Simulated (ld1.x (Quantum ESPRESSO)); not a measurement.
**An all-electron radial function and its pseudo partner (indium)**

Columns: radius, all-electron u(r) and pseudo u(r) of the 5s shell (level -8.38 eV) of indium in the configuration [Kr] 4d10 5s2 5p1; BP86, scalar-relativistic, TM scheme, ld1.x (Quantum ESPRESSO) 7.5.

```csv
r (bohr),all-electron,pseudo
0.135,-0.0413,0.0195
0.270,0.2069,0.0404
0.405,-0.0091,0.0642
0.540,-0.2501,0.0924
0.675,-0.3241,0.1268
0.810,-0.2513,0.1691
0.945,-0.1003,0.2207
1.080,0.0735,0.2822
1.215,0.2381,0.3524
1.350,0.3786,0.4281
1.485,0.4905,0.5038
1.620,0.5743,0.5728
1.755,0.6328,0.6286
1.890,0.6700,0.6675
2.025,0.6896,0.6889
2.160,0.6951,0.6950
2.295,0.6894,0.6894
2.430,0.6752,0.6752
2.565,0.6546,0.6546
2.700,0.6293,0.6293
2.835,0.6008,0.6008
2.970,0.5702,0.5702
3.105,0.5385,0.5385
3.240,0.5064,0.5064
3.375,0.4744,0.4744
3.510,0.4430,0.4430
```

(1) How many radial nodes do the two functions have?

(2) At about which radius was the pseudo-wave matched?

(3) Where does each function peak?

(4) Is the pseudo-wave norm-conserving?

Answers

(1) The all-electron 5s function has n − l − 1 = 4 (the table is too coarse to show those close to the nucleus); the pseudo-wave has 0, since the states of the same l below it are removed with the core.

(2) 2.35 bohr. The columns agree to 0.0005 from 2.16 bohr on; several derivatives are matched, so the curves merge somewhat inside the radius.

(3) Outermost all-electron maximum near 2.16 bohr, pseudo maximum near 2.16 bohr (to the table’s step).

(4) Yes: the TM scheme keeps the norm inside the radius equal to the all-electron one, which fixes the energy derivative of the logarithmic derivative at the level.
